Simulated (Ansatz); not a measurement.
```yaml
crystal:
  periodic: [false, false, false]
  atoms:
    - {symbol: O, position_ang: [-1.380827, 0.346849, 0.503559]}
    - {symbol: B, position_ang: [-0.152085, 0.450125, -0.047117]}
    - {symbol: C, position_ang: [0.711087, -0.858135, -0.104497]}
    - {symbol: S, position_ang: [2.195486, -0.886120, -0.736343]}
    - {symbol: H, position_ang: [-1.867958, 1.174795, 0.514149]}
    - {symbol: H, position_ang: [0.264427, 1.489232, -0.473555]}
    - {symbol: H, position_ang: [0.291069, -1.784747, 0.298105]}
basis:
  gaussian: {orbitals: cc-pVTZ-DK, final_grid: {core_spheres: 5, valence_spheres: 4, degree: 11}}
total_charge: -1
magnetization: {spin_polarized: true, initial_magnetization: 9}
hamiltonian: {xc: {name: BLYP}}
output: {forces: true}
```

```sh
$ ansatz run in.yaml --threads 2 --pin off --events-out ev --progress --plain --max-ram 4352MiB
```

Shortened log:

```
Functional definition: BLYP
995 factors; their error is unknown
mean field evaluation 1: about -14640.4350 eV, gradient 4.0e1 eV
mean field evaluation 2: about -14590.7136 eV, gradient 1.1e2 eV
mean field evaluation 4: about -14645.9259 eV, gradient 2.5e1 eV
mean field evaluation 8: about -14644.8438 eV, gradient 2.7e1 eV
mean field evaluation 16: about -14649.9040 eV, gradient 2.4e-1 eV
mean field evaluation 64: about -14649.6792 eV, gradient 1.5e0 eV
mean field evaluation 96: about -14649.5958 eV, gradient 1.5e0 eV
mean field -14649.90427386 eV, -538.3740520028 hartree, gradient 2.4e-5 eV, S^2 24.755696; 8 other end points of the search recorded, 0 dependent functions left out
reference -14649.90472652 eV, -538.3740686375 hartree; 24, 15 occupied and 142, 151 virtual orbitals, 995 factors
Total energy: -14649.90472652 eV, -538.3740686375 hartree
Relativity: scalar
Atom 0 at    -1.380827     0.346849     0.503559 Å, force    -1.244585    -5.081904     1.401996 eV/Å
Atom 1 at    -0.152085     0.450125    -0.047117 Å, force     2.497763    -1.383232    -1.287633 eV/Å
Atom 2 at     0.711087    -0.858135    -0.104497 Å, force    -8.104335     0.871173     3.452228 eV/Å
Atom 3 at     2.195486    -0.886120    -0.736343 Å, force    10.734110    -0.289483    -4.635252 eV/Å
Atom 4 at    -1.867958     1.174795     0.514149 Å, force    -4.140981     5.948436     0.684519 eV/Å
Atom 5 at     0.264427     1.489232    -0.473555 Å, force     0.979596     2.394380    -0.717949 eV/Å
Atom 6 at     0.291069    -1.784747     0.298105 Å, force    -0.721569    -2.459371     1.102090 eV/Å
Dipole moment:     0.815852    -0.001357    -0.387782 e Å
```

(1) Something in this input is off. What?

Answers

(1) The spin is set far too high for this molecule. The run converged. The result belongs to that input, not to the molecule as meant.
